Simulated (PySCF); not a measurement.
Static response to an electric field

Compound: tert-butyl(phenyl)phosphine oxide, C10H15OP.
Geometry (PBE0-D3(BJ)/def2-SVP, Å), atoms numbered from 1 in this order:
```xyz
27
C10H15OP angstrom
C     -1.557    1.634    0.403
C     -1.608    0.107    0.345
C     -2.927   -0.359   -0.277
C     -1.411   -0.505    1.728
P     -0.288   -0.430   -0.837
O     -0.475    0.134   -2.215
C      1.325   -0.011   -0.117
C      1.910   -0.726    0.934
C      3.145   -0.329    1.441
C      3.800    0.778    0.899
C      3.226    1.482   -0.159
C      1.993    1.086   -0.671
H     -2.393    2.015    1.013
H     -0.618    1.992    0.854
H     -1.640    2.064   -0.606
H     -3.775    0.005    0.325
H     -3.032    0.027   -1.302
H     -2.991   -1.458   -0.316
H     -2.255   -0.224    2.380
H     -1.380   -1.607    1.691
H     -0.489   -0.147    2.208
H     -0.334   -1.855   -0.713
H      1.410   -1.604    1.352
H      3.604   -0.889    2.259
H      4.769    1.087    1.299
H      3.747    2.340   -0.592
H      1.534    1.603   -1.518
```

Level: PBE0/def2-SVPD (PySCF), static field, nuclei fixed, core orbitals frozen in the response. The polarisability tensor in these axes (au):

```
x   172.79  13.45  12.97
y    13.45 126.81 -11.82
z    12.97 -11.82 128.82
```

Task: Diagonalise the tensor; give its mean and Δα, where Δα² is half the sum of the squared differences of the eigenvalues.

Result: Principal values 110.36, 139.67 and 178.38 au; mean 142.81 au = 21.16 Å³ = 23.55 × 10⁻⁴⁰ C²·m²/J; Δα = 59.09 au (41 % of the mean).

Task: What is the dipole moment, and where does it point?

Result: (0.81, -0.42, 4.13) D, 4.23 D in size, pointing from the negative to the positive side. Measured along this direction, the outermost atoms are O6 at the negative end and H24 at the positive end.

Task: Directions of the eigenvectors, and the extent of the frame along each?

Result: Largest value along (0.96, 0.20, 0.20), where the nuclei span 8.60 Å; middle along (-0.01, -0.68, 0.73), 4.56 Å; least along (-0.29, 0.70, 0.65), 4.43 Å. 

Task: Form Σ f/ω² (atomic units) for the 10 lowest TDDFT singlets, given as eV and f, and set it beside the mean polarisability, which is this sum over all singlets: 5.30, 0.0026; 5.40, 0.0105; 5.60, 0.0396; 5.84, 0.0003; 6.02, 0.0542; 6.13, 0.0176; 6.84, 0.2961; 6.85, 0.7732; 6.98, 0.0031; 7.07, 0.0346.

Result: They add up to 20.17 au, 14.1 % of the 142.81 au; the largest single term is 12.19 au, from the state at 6.85 eV. Terms in order: 0.07, 0.27, 0.94, 0.01, 1.11, 0.35, 4.69, 12.19, 0.05, 0.51 au. Higher excitations give the rest. The strengths listed sum to 1.232.

Task: Rayleigh depolarisation ratio (linearly polarised light, static tensor)?

Result: ρ = 3Δα²/(45ᾱ² + 4Δα²) = 10474.8/(917700 + 13966.5) = 0.0112.

Task: Refractivity n − 1 of an ideal gas of it at 350 K and 1 atm, from the electronic α?

Result: N = p/kT = 2.0968 × 10¹⁹ cm⁻³, so n − 1 = 2π × N × 21.16 × 10⁻²⁴ cm³ = 2788 × 10⁻⁶ at long wavelengths, for an ideal gas.

Task: What are the principal values of the traceless quadrupole moment, Θ = ½Σq(3rr − r²1), about the centre of nuclear charge?

Result: -16.55, 2.72, 13.83 D·Å. The values depend on the origin, since the dipole doesn't vanish. The electronic extent ⟨r²⟩ about the same centre is 2516 bohr², a root-mean-square distance of 2.68 Å for the 98 electrons.

Geometry: PBE0-D3(BJ)/def2-SVP, one conformer, isolated molecule.
